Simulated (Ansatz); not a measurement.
Consider the homolysis of the Ge–Ge bond: `[GeH3][GeH3]` → 2 `[GeH3]`•.

Program: Ansatz. Geometries: PBE0-D4/def2-TZVP. ΔE: electronic, gas phase. CBS: MP2 limit from def2 TZ/QZ plus the TZ coupled-cluster correction, frozen cores. DFT in def2-TZVPP. Open shells (•) are unrestricted, without spin–orbit coupling. For Ge outer-core shells are correlated without core-valence functions, which leaves a few kJ/mol of doubt a bond. Scalar relativity is left out up to krypton.

| level | ΔE (kJ/mol) | difference from CCSD(T)/CBS |
| --- | --- | --- |
| LDA (SPW92) | 343.6 | 25.7 |
| BLYP-D4 | 288.6 | -29.3 |
| BHLYP-D4 | 295.4 | -22.5 |
| ωB97X-V | 314.5 | -3.4 |
| CAM-B3LYP | 291.9 | -26.0 |
| RPA@PBE/def2-TZVPP | 296.0 | -21.9 |
| HF/def2-SVP | 215.3 | -102.6 |
| CCSD/def2-TZVPP | 299.3 | -18.6 |
| CCSD/def2-QZVPP | 300.3 | -17.6 |
| CCSD/CBS(def2) | 311.3 | -6.6 |
| CCSD(T)/CBS | 317.9 | 0 |

What do rigid-rotor, harmonic-oscillator terms from PBE0-D4/def2-TZVP frequencies (298.15 K, 1 bar) make of the CCSD(T)/CBS value? (Best estimate.)

Ansatz gave: ΔZPE = -15.7 kJ/mol, ΔH = +306.4 kJ/mol, ΔS = 160 J/(mol·K), ΔG = +258.9 kJ/mol. Open shells count their whole term as degenerate.

Largest T1 diagnostic among the species: 0.012.

Leaving LDA and LC-ωPBE aside and taking each functional with its dispersion term where it has one, the values, not all of them listed here, spread over 26.6 kJ/mol, from revPBE-D4 to ωB97X-V. LDA lies +48.6 kJ/mol from PBE without D4, its usual overbinding. From BLYP to BHLYP (50 % exact exchange), in def2-TZVPP and without D4, ΔE moves by +9.1 kJ/mol.
